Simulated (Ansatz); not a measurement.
`C[Te]B(O)O`, relaxed with RKS PBE0-D4/def2-TZVP in the Gaussian-basis code of Ansatz from a PBE-D4/def2-SVP geometry. The force threshold is 0.005 eV/Å; the program also tests the step.

Total charge 0; spin multiplicity 1. Te takes the def2 core potential.

Start:

```xyz
10

C    -1.476   -0.673    1.138
Te    0.392   -1.520    0.390
B     0.979    0.304   -0.689
O     2.106    0.391   -1.469
O     0.172    1.398   -0.554
H    -1.746   -1.222    2.057
H    -2.262   -0.788    0.371
H    -1.298    0.394    1.355
H     2.613   -0.436   -1.529
H     0.520    2.152   -1.069
```

**Question.** By how much does the energy fall, and how many steps does the optimiser take? (Estimate.)

**Answer.** Computed: 0.05 eV, in 29 steps, 6 of them rejected.

**Question.** Which bonds change most? (An estimate is asked.)

**Answer.** Computed: C1–Te2 from 2.183 to 2.142 Å; Te2–B3 from 2.200 to 2.177 Å; C1–H7 from 1.104 to 1.086 Å; C1–H8 from 1.103 to 1.086 Å.

**Question.** Give the relaxed structure. (An estimate is asked.)

**Answer.** Ansatz gave: 
```xyz
10

C    -1.432   -0.649    1.183
Te    0.408   -1.464    0.449
B     0.948    0.293   -0.718
O     2.093    0.374   -1.454
O     0.097    1.349   -0.705
H    -1.885   -1.406    1.820
H    -2.081   -0.423    0.341
H    -1.219    0.250    1.754
H     2.654   -0.402   -1.423
H     0.420    2.076   -1.248
```
